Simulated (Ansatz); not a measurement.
`CO[Si](C)(N)O` + H₂ → `C[SiH](N)O` + CH₃OH  (hydrogenolysis of the Si–O bond)

Gas-phase electronic energies from Ansatz, PBE0-D4/def2-TZVP geometries. CCSD(T)/CBS is the MP2 limit (def2-TZVPP, def2-QZVPP) plus CCSD(T) − MP2 in def2-TZVPP, frozen cores. This one scheme is used for every species. Functionals use def2-TZVPP. B3LYP here is the variant with VWN-RPA as its local correlation; programs differ in this. Each species was taken in one conformer, which may not be the lowest.

`CO[Si](C)(N)O`:

```xyz
15

C     0.652   -1.242    1.575
O     0.987   -0.039    0.927
Si    0.239    0.500   -0.437
C    -1.551    0.887   -0.129
N     0.308   -0.668   -1.676
O     1.103    1.844   -0.823
H     1.453   -1.495    2.273
H    -0.280   -1.142    2.144
H     0.538   -2.064    0.860
H    -2.014    1.340   -1.009
H    -2.119   -0.011    0.129
H    -1.648    1.595    0.698
H    -0.481   -0.821   -2.281
H     1.175   -0.889   -2.138
H     1.637    2.204   -0.114
```

H₂:

Cartesian coordinates in Å:
```
H -0.240 0.080 0.275
H 0.240 -0.080 -0.275
```

`C[SiH](N)O`:

```xyz
11

C    -1.097    0.905   -0.329
Si    0.515   -0.027   -0.322
N     0.226   -1.511    0.489
O     1.738    0.790    0.424
H    -0.959    1.897   -0.765
H    -1.854    0.383   -0.921
H    -1.488    1.034    0.684
H     1.036   -0.177   -1.706
H     0.909   -2.250    0.497
H    -0.709   -1.875    0.568
H     1.684    0.833    1.381
```

CH₃OH:

Cartesian coordinates in Å:
```
C 0.340 -0.102 -0.029
O -0.830 0.339 0.620
H 1.114 -0.193 0.733
H 0.691 0.609 -0.787
H 0.211 -1.083 -0.502
H -1.526 0.429 -0.034
```

```csv
level,ΔE (kcal/mol),difference from CCSD(T)/CBS
PBE-D4,22.4,-1.8
r2SCAN-D4,25.2,1.0
PBE0-D4,22.7,-1.5
ωB97M-V,24.5,0.3
B2PLYP,23.0,-1.2
r2SCAN,24.5,0.3
PBE0,20.8,-3.4
B3LYP,21.2,-3.0
HF/def2-TZVPP,21.2,-3.0
SCS-MP2/def2-TZVPP,24.0,-0.2
CCSD/def2-TZVPP,23.3,-0.9
HF/def2-QZVPP,21.3,-2.9
SCS-MP2/def2-QZVPP,24.2,0.0
HF/CBS(def2),21.3,-2.9
MP2/CBS(def2),25.5,1.3
CCSD/CBS(def2),23.4,-0.8
CCSD(T)/CBS,24.2,0
```

Largest T1 diagnostic among the species: 0.011.

The D4 term adds +3.4 kcal/mol with B3LYP and +1.9 kcal/mol with PBE0; it sums over pairs of atoms, weighted by their polarisabilities, and B3LYP, whose exchange is more repulsive, gets the larger term. In def2-TZVPP, CCSD(T) changes the Hartree–Fock value by +2.9 kcal/mol (the triples alone add +0.8 kcal/mol) and MP2 by +4.1 kcal/mol.
